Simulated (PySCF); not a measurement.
H₇Si₃, SMILES [SiH2][SiH2][SiH3], multiplicity 2.

Geometry: PBE0-D3(BJ)/def2-SVP. The isomer is the one that the SMILES or the coordinates give; other isomers of the formula were not compared.

These are PBE0-D3(BJ)/def2-SVP in PySCF 2.14.0 values and carry that method's errors.

Frequencies are harmonic and unscaled.

Computed vibrational spectrum:
| mode | ν (cm⁻¹) | IR (km/mol) | moving atoms (share of kinetic energy) |
|---|---|---|---|
| 1 | 81 | 0.0 | H 96 % |
| 2 | 92 | 0.6 | H 52 %, Si 48 % |
| 3 | 107 | 0.5 | H 59 %, Si 41 % |
| 4 | 324 | 14.3 | H 95 % |
| 5 | 395 | 1.1 | Si 80 %, H 20 % |
| 6 | 417 | 0.5 | H 86 %, Si 14 % |
| 7 | 429 | 11.2 | H 82 %, Si 18 % |
| 8 | 468 | 4.0 | Si 71 %, H 29 % |
| 9 | 546 | 17.5 | H 79 %, Si 21 % |
| 10 | 573 | 6.3 | H 78 %, Si 22 % |
| 11 | 681 | 29.0 | H 93 % |
| 12 | 704 | 192.5 | H 86 %, Si 14 % |
| 13 | 865 | 234.5 | H 91 %, Si 9 % |
| 14 | 893 | 125.3 | H 96 % |
| 15 | 917 | 21.7 | H 95 % |
| 16 | 933 | 35.9 | H 98 % |
| 17 | 936 | 49.5 | H 97 % |
| 18 | 2188 | 68.2 | H 97 % |
| 19 | 2205 | 90.8 | H 98 % |
| 20 | 2214 | 26.2 | H 97 % |
| 21 | 2220 | 39.9 | H 99 % |
| 22 | 2229 | 62.0 | H 96 % |
| 23 | 2233 | 132.4 | H 96 % |
| 24 | 2234 | 108.3 | H 96 % |
